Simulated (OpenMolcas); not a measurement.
## Ni⁶⁺: effect of the IPEA shift

```yaml
Program: OpenMolcas
Basis: ANO-RCC-VTZP [6s5p3d2f1g]
Scalar_Hamiltonian: DKH2, point nucleus
Active_space: 4 electrons in 5 orbitals (3d)
State_averaging: 2S+1 = 5 even, 5 roots; 2S+1 = 3 even, 45 roots; 2S+1 = 1 even, 50 roots
Spin-orbit_coupling: state interaction with AMFI integrals over the reference wave functions, term energies averaged over their components
```

Methods on the same reference wave functions:
A. CASSCF
B. MS-CASPT2, IPEA 0 Eh, imaginary shift 0.1 Eh (closed shells correlated: 3s 3p)
C. MS-CASPT2, IPEA 0.25 Eh, imaginary shift 0.1 Eh (closed shells correlated: 3s 3p)

Energies in cm-1 above 3d4 5D0, the measured ground level; measured values from Corliss and Sugar, J. Phys. Chem. Ref. Data 10, 197 (1981).

| Level | A | B | C | Measured |
| --- | --- | --- | --- | --- |
| 3d4 5D0 | 0.0 | 0.0 | 0.0 | 0.0 |
| 3d4 5D1 | 287 | 295 | 294 | 279 |
| 3d4 5D2 | 836 | 852 | 850 | 804 |
| 3d4 5D3 | 1607 | 1626 | 1625 | 1520 |
| 3d4 5D4 | 2563 | 2580 | 2580 | 2392 |
| 3d4 3H4 | 33608 | 31950 | 32260 | 31672 |
| 3d4 3H5 | 34228 | 32630 | 32930 | 32286 |
| 3d4 3H6 | 34881 | 33330 | 33630 | 32877 |
| 3d4 3P0(1) | 35266 | 30090 | 30560 | 30077 |
| 3d4 3P1(1) | 36944 | 31830 | 32300 | 31836 |
| 3d4 3F2(1) | 38851 | 34370 | 34870 | 34247 |
| 3d4 3F3(1) | 38900 | 34470 | 34970 | 34317 |
| 3d4 3F4(1) | 39179 | 34780 | 35280 | 34576 |
| 3d4 3P2(1) | 39739 | 34610 | 35090 | 34555 |
| 3d4 3G3 | 42588 | 38540 | 38960 | 38160 |
| 3d4 3G4 | 43257 | 39230 | 39640 | 38746 |
| 3d4 3G5 | 43729 | 39790 | 40190 | 39247 |
| 3d4 1I6 | 50924 | 48970 | 49170 |  |
| 3d4 1G4(1) | 53952 | 48320 | 48660 |  |
| 3d4 3D3 | 54671 | 47220 | 47780 |  |
| 3d4 3D2 | 54876 | 47450 | 48010 |  |
| 3d4 3D1 | 55179 | 47730 | 48290 |  |
| 3d4 1S0(1) | 62338 | 51780 | 52460 |  |
| 3d4 1D2(1) | 66416 | 60580 | 60830 |  |

Deviations, from unrounded energies. A percentage is the sum of absolute deviations over the sum of measured energies, with the sign that they share, or ± where signs differ.

```
                        Against measurement  Levels      A     B     C
             mean absolute deviation (cm-1)      16   3100   210   530
      fine structure of the ground term (%)       4   +6.0  +7.1  +7.0
other terms of the ground configuration (%)      12  +11.8  ±0.7  +2.0
```

B lies closest to measurement on these levels and A furthest from it. The largest miss of B in the table is 3d4 3G5, by +540 cm-1. The ranking rests on the paired levels alone, and a cruder setting can come out closer through cancelling errors.

Between B and C the level of the table that moves most is 3d4 1S0(1), by 680 cm-1 (lowest in B, highest in C). Moves below CASPT2's spread within the term are not significant.

The mean deviations of B to C differ by less than CASPT2's widest spread within a term (990 cm-1), so their order carries little weight.

From A to B the spin-free energies of the other terms of 3d4 shown, above 5D, scale by factors of 0.82 to 0.96, as is usual when dynamic correlation screens the repulsion within a d or f shell.

The lowest spin-free term lies below A's lowest term by 0.359 hartree in B, 0.354 hartree in C.

Term energies are means over components that CASPT2 splits; among the terms shown or strongly mixed into the levels shown the widest spread is 990 cm-1 (3d4 1I, C). Without dynamic correlation excited terms often stand tens of per cent too high (terms of higher spin than the ground term too low), and those without a measured partner can miss by more than the paired ones (holds for A). The CASPT2 spread within a term exceeds the gap to the next term for 3d4 3D and 3d4 1G(1), 3d4 1G(1) and 3d4 1I, so the order of their levels is uncertain (holds for C). Measured partners are found by configuration, term and J. A level has none where our copy of the source lacks it or the pairing is in doubt (some pairs that miss far off the trend of their configuration count as doubtful), and it then counts in no deviation. Only configurations of the active space appear. Levels that lie high or do not pair safely by name in every column are left out.

A number in round brackets counts repeated terms of one configuration in the order of the reference energies.
